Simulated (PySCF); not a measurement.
## Broadened absorption spectrum of C5H8NPS

Species: C5H8NPS.
InChI=1S/C5H8NPS/c1-6-3-4-7-5(6)8-2/h3-4H,1-2H3

Computed with PySCF, TDDFT B3LYP/def2-SVPD, vertical, gas phase, core orbitals frozen in the response. One conformer (not necessarily the lowest) at the GFN2-xTB geometry, without solvent, vibrations or thermal averaging. Torsions of this conformer, `[CH3:1][S:2][c:3]1[p:4][cH:5][cH:6][n:7]1[CH3:8]`: C1–S2–C3–P4 0°.

Each state is given a Gaussian of 0.4 eV full width at half maximum, with ε(max) = 2.175×10⁸ f / Δν̃ (Δν̃ the width in cm⁻¹). The width is an assumption, not a result. The curve ends short of the highest state used, and states not computed would add to its high-energy end.

```json
{"E (eV)": "4.00", "ε (L mol⁻¹ cm⁻¹)": "0"}
{"E (eV)": "4.04", "ε (L mol⁻¹ cm⁻¹)": "1"}
{"E (eV)": "4.08", "ε (L mol⁻¹ cm⁻¹)": "3"}
{"E (eV)": "4.12", "ε (L mol⁻¹ cm⁻¹)": "8"}
{"E (eV)": "4.16", "ε (L mol⁻¹ cm⁻¹)": "19"}
{"E (eV)": "4.20", "ε (L mol⁻¹ cm⁻¹)": "43"}
{"E (eV)": "4.24", "ε (L mol⁻¹ cm⁻¹)": "92"}
{"E (eV)": "4.28", "ε (L mol⁻¹ cm⁻¹)": "186"}
{"E (eV)": "4.32", "ε (L mol⁻¹ cm⁻¹)": "357"}
{"E (eV)": "4.36", "ε (L mol⁻¹ cm⁻¹)": "647"}
{"E (eV)": "4.40", "ε (L mol⁻¹ cm⁻¹)": "1111"}
{"E (eV)": "4.44", "ε (L mol⁻¹ cm⁻¹)": "1806"}
{"E (eV)": "4.48", "ε (L mol⁻¹ cm⁻¹)": "2776"}
{"E (eV)": "4.52", "ε (L mol⁻¹ cm⁻¹)": "4039"}
{"E (eV)": "4.56", "ε (L mol⁻¹ cm⁻¹)": "5561"}
{"E (eV)": "4.60", "ε (L mol⁻¹ cm⁻¹)": "7245"}
{"E (eV)": "4.64", "ε (L mol⁻¹ cm⁻¹)": "8935"}
{"E (eV)": "4.68", "ε (L mol⁻¹ cm⁻¹)": "10430"}
{"E (eV)": "4.72", "ε (L mol⁻¹ cm⁻¹)": "11529"}
{"E (eV)": "4.76", "ε (L mol⁻¹ cm⁻¹)": "12074"}
{"E (eV)": "4.80", "ε (L mol⁻¹ cm⁻¹)": "11989"}
{"E (eV)": "4.84", "ε (L mol⁻¹ cm⁻¹)": "11308"}
{"E (eV)": "4.88", "ε (L mol⁻¹ cm⁻¹)": "10161"}
{"E (eV)": "4.92", "ε (L mol⁻¹ cm⁻¹)": "8746"}
{"E (eV)": "4.96", "ε (L mol⁻¹ cm⁻¹)": "7280"}
{"E (eV)": "5.00", "ε (L mol⁻¹ cm⁻¹)": "5949"}
{"E (eV)": "5.04", "ε (L mol⁻¹ cm⁻¹)": "4879"}
{"E (eV)": "5.08", "ε (L mol⁻¹ cm⁻¹)": "4113"}
{"E (eV)": "5.12", "ε (L mol⁻¹ cm⁻¹)": "3625"}
{"E (eV)": "5.16", "ε (L mol⁻¹ cm⁻¹)": "3340"}
{"E (eV)": "5.19", "ε (L mol⁻¹ cm⁻¹)": "3202"}
{"E (eV)": "5.23", "ε (L mol⁻¹ cm⁻¹)": "3048"}
{"E (eV)": "5.27", "ε (L mol⁻¹ cm⁻¹)": "2863"}
{"E (eV)": "5.31", "ε (L mol⁻¹ cm⁻¹)": "2614"}
{"E (eV)": "5.35", "ε (L mol⁻¹ cm⁻¹)": "2296"}
{"E (eV)": "5.39", "ε (L mol⁻¹ cm⁻¹)": "1932"}
```

Question: Where are the band maxima, and which computed states make them?

Answer: 260 nm (4.77 eV), ε about 12000, made up of S2 (97%) (ε in L mol⁻¹ cm⁻¹; maxima over ε = 5, shares over 10%). The states used: S1 4.60 eV (f 0.0000); S2 4.77 eV (f 0.174); S3 4.88 eV (f 0.0056); S4 5.24 eV (f 0.039); S5 5.32 eV (f 0.0012); S6 5.56 eV (f 0.0016); S7 5.78 eV (f 0.0003); S8 5.99 eV (f 0.0010).

Question: Coming from long wavelengths, where does ε first pass 100 L mol⁻¹ cm⁻¹?

Answer: At about 292 nm (4.24 eV), 0.36 eV below S1.

Question: What would ε be at 4.77 eV, the highest of these maxima, with half the width (0.2 eV)?

Answer: About 23800 L mol⁻¹ cm⁻¹ against 12100, a factor of about 1.97; a lone state at its own centre would give exactly 2.

Question: On this curve, what absorbance would a 10⁻³ mol/L sample give at 266 nm over a 1 cm path?

Answer: 266 nm is 4.661 eV, where ε is about 9800 L mol⁻¹ cm⁻¹, so A = ε c l ≈ 9.8 (Beer–Lambert, with the gas-phase spectrum and the assumed width).
